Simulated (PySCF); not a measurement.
# Field gradients at the hydrogen positions

C4H5F4P.
Z-matrix (Å and degrees, GFN2-xTB geometry), rows numbered from 1:
```
F 
C   1  1.3397
F   2  1.3397  1  107.41
F   2  1.3440  1  106.47  3   113.74
P   2  1.9004  1  110.20  3  -120.04
C   5  1.8739  2   96.40  1   -82.64
C   6  1.5348  5   92.28  2   -86.02
F   7  1.3730  6  112.51  5  -129.06
C   7  1.5348  6   97.63  5   -10.76
H   6  1.0902  5  110.19  2   160.74
H   6  1.0886  5  116.99  2    35.31
H   7  1.0934  6  114.13  5   109.97
H   9  1.0901  5  110.16  2  -160.75
H   9  1.0887  5  116.98  2   -35.30
```

Level: PBE0/pcSseg-1 (PySCF, non-relativistic); Q(2H) = 0.00286 b; rigid geometry, the same for H and D, with no vibrational averaging.

Question: What are Vzz, η and χzz (234.96 MHz × Q × Vzz) at all hydrogens?

Answer: 
```json
{"atom": "H10", "bonded to": "C6", "bond length (Å)": "1.090", "Vzz (au)": "0.3087", "η": "0.01", "χzz (kHz)": "207"}
{"atom": "H11", "bonded to": "C6", "bond length (Å)": "1.089", "Vzz (au)": "0.3120", "η": "0.01", "χzz (kHz)": "210"}
{"atom": "H12", "bonded to": "C7", "bond length (Å)": "1.093", "Vzz (au)": "0.2873", "η": "0.06", "χzz (kHz)": "193"}
{"atom": "H13", "bonded to": "C9", "bond length (Å)": "1.090", "Vzz (au)": "0.3089", "η": "0.01", "χzz (kHz)": "208"}
{"atom": "H14", "bonded to": "C9", "bond length (Å)": "1.089", "Vzz (au)": "0.3119", "η": "0.01", "χzz (kHz)": "210"}
```

Isolated species at its GFN2-xTB geometry (one conformer only). GFN2-xTB bond lengths can be off by several hundredths of an ångström, more for odd bonds, and the gradients follow them. With so small a basis the couplings can be 20 % off.
